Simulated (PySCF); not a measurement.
# Reading the logs of faulty runs: AlBClH3Si

All numbers below are calculated, not measured. They come from PySCF 2.14.0, an open-source quantum chemistry program, on an isolated molecule that a program drew, which may never have been made. The molecule is AlBClH3Si (charge 0, singlet), drawn as the SMILES string `[AlH2][BH][Si]Cl`.

Each row is a Hartree-Fock (HF) and frozen-core CCSD(T) single point in the cc-pV(D+d)Z basis, meant for a local HF minimum. Run 1 is clean. Each other run has one planted mistake out of seven kinds, and not every kind appears here: one electron removed, one electron added, multiplicity raised by two, geometry at a saddle point, minimal basis STO-3G, one bond length entered in bohr, all coordinates scaled. The reference is restricted for singlets and unrestricted otherwise, and also for a bond in bohr. Adding or removing an electron swaps singlet and doublet. Electrons count all cores. HOMO and LUMO are orbital energies over both spins, the gradient is its largest component, and the lowest frequency (negative if imaginary) is given only where the gradient is small. Bond lengths are over the 6 bonds as drawn. T1 is the CCSD diagnostic: over 0.02 (restricted) or 0.045 (unrestricted) a single reference is doubtful.

Geometry of the clean run:
```xyz
7
AlBClH3Si, angstrom
Al    1.1378    0.2621    1.2537
B     2.3556   -0.5978   -0.2932
Si    1.7755   -1.4762   -2.0193
Cl    1.7701    0.4269   -2.9857
H     0.6877   -0.6370    2.4799
H     0.6840    1.7764    1.1960
H     3.5542   -0.5211   -0.1510
```

| run | electrons | basis functions | <S^2> | HOMO (eV) | LUMO (eV) | gradient (hartree/bohr) | lowest frequency (cm^-1) | mean bond (Å) | longest bond (Å) | T1 | HF (hartree) | CCSD(T) (hartree) | mistake |
|---|---|---|---|---|---|---|---|---|---|---|---|---|---|
| 1 | 52 | 98 | 0.000 | -8.65 | 0.41 | 3.3e-05 | 63 | 1.7803 | 2.148 | 0.0167 | -1016.74503 | -1017.17345 | no fault |
| 2 | 52 | 98 | 2.107 | -7.25 | -0.80 | 3.2e-02 | - | 1.7803 | 2.148 | 0.0612 | -1016.67948 | -1017.10722 | multiplicity raised by two |
| 3 | 53 | 98 | 1.097 | -1.29 | 5.10 | 3.1e-02 | - | 1.7803 | 2.148 | 0.0553 | -1016.74923 | -1017.19501 | one electron added |
| 4 | 52 | 98 | 1.039 | -7.85 | -0.02 | 1.5e-02 | - | 2.0801 | 3.821 | 0.0330 | -1016.67296 | -1017.07075 | one bond length entered in bohr |
| 5 | 52 | 98 | 0.000 | -8.56 | 0.55 | 2.2e-02 | - | 1.7322 | 2.090 | 0.0164 | -1016.74103 | -1017.16965 | ? |
| 6 | 51 | 98 | 0.797 | -15.60 | -6.57 | 3.7e-02 | - | 1.7803 | 2.148 | 0.0272 | -1016.46585 | -1016.87480 | ? |

**Which mistake was planted in run 5, and what did it cost?**

The mean and the longest bond both change by the same factor, 0.973, and the gradient is no longer small. So the mistake is: all coordinates scaled. Subtracting run 1 and multiplying by 627.51 kcal/mol a hartree, the energy moved by 2.5 kcal/mol in HF and 2.4 kcal/mol in CCSD(T).

**Which mistake was planted in run 6, and what did it cost?**

It counts 51 electrons, one fewer than the clean run, at the same geometry and basis. So the mistake is: one electron removed. Subtracting run 1 and multiplying by 627.51 kcal/mol a hartree, the energy moved by 175.2 kcal/mol in HF and 187.4 kcal/mol in CCSD(T).

Cautions from the logs. Run 2: T1 is over the limit, so its CCSD(T) energy is less reliable; run 3: T1 is over the limit, so its CCSD(T) energy is less reliable.
